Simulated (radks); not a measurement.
Trend from Rb+ to Xe+: ionisation energy by Delta-SCF between NIST ground configurations, and size. Calculated with a radial shooting solver on a logarithmic mesh with Libxc functionals: Dirac Kohn-Sham, PBE, spin-unpolarised, spherical densities, point nucleus; open shells fill j = l - 1/2 first.

species      configuration  configuration of the ion  IE (eV)  NIST (eV)       kind   -e(HOMO) (eV)  r at 0.001 e/bohr^3 (bohr)
Rb+                   [Kr]         [Ar] 3d10 4s2 4p5   27.289     27.290       exp.  21.360 (4p3/2)                        3.64
Sr+               [Kr] 5s1                      [Kr]   11.005     11.030       exp.   8.347 (5s1/2)                        4.47
Zr+           [Kr] 4d2 5s1                  [Kr] 4d2   12.923     13.130       exp.   9.927 (5s1/2)                        4.48
Nb+               [Kr] 4d4                  [Kr] 4d3   14.080     14.320  semi-emp.   9.331 (4d3/2)                        4.08
Mo+               [Kr] 4d5                  [Kr] 4d4   15.290       16.2  semi-emp.  10.260 (4d5/2)                        4.00
Tc+           [Kr] 4d5 5s1                  [Kr] 4d5   14.827     15.260  semi-emp.  11.370 (5s1/2)                        4.22
Ru+               [Kr] 4d7                  [Kr] 4d6   17.988       16.8  semi-emp.  12.364 (4d5/2)                        3.83
Rh+               [Kr] 4d8                  [Kr] 4d7   19.298     18.080  semi-emp.  13.390 (4d5/2)                        3.75
Pd+               [Kr] 4d9                  [Kr] 4d8   20.590       19.4  semi-emp.  14.406 (4d5/2)                        3.67
Ag+              [Kr] 4d10                  [Kr] 4d9   21.868     21.484       exp.  15.415 (4d5/2)                        3.59
Cd+          [Kr] 4d10 5s1                 [Kr] 4d10   17.127     16.908       exp.  13.057 (5s1/2)                        3.86
In+          [Kr] 4d10 5s2             [Kr] 4d10 5s1   19.236     18.870       exp.  14.923 (5s1/2)                        3.99
Sn+      [Kr] 4d10 5s2 5p1             [Kr] 4d10 5s2   14.350     14.633       exp.  10.559 (5p1/2)                        4.19
Sb+      [Kr] 4d10 5s2 5p2         [Kr] 4d10 5s2 5p1   16.384      16.63       exp.  12.315 (5p1/2)                        4.24
Te+      [Kr] 4d10 5s2 5p3         [Kr] 4d10 5s2 5p2   17.451       18.6       exp.  13.255 (5p3/2)                        4.23
I+       [Kr] 4d10 5s2 5p4         [Kr] 4d10 5s2 5p3   19.347     19.131       exp.  14.896 (5p3/2)                        4.18
Xe+      [Kr] 4d10 5s2 5p5         [Kr] 4d10 5s2 5p4   21.222     20.975  semi-emp.  16.526 (5p3/2)                        4.11

Reference values: NIST Atomic Spectra Database (exp. = measured, semi-emp. = semi-empirical, theory = theoretical value adopted there). Spin polarisation and multiplet splitting are left out, so open shells lie too high by an amount that depends on their filling.

Beside tabulated values, note that spin-unpolarised runs miss the spin-polarisation part of the exchange energy of open shells.
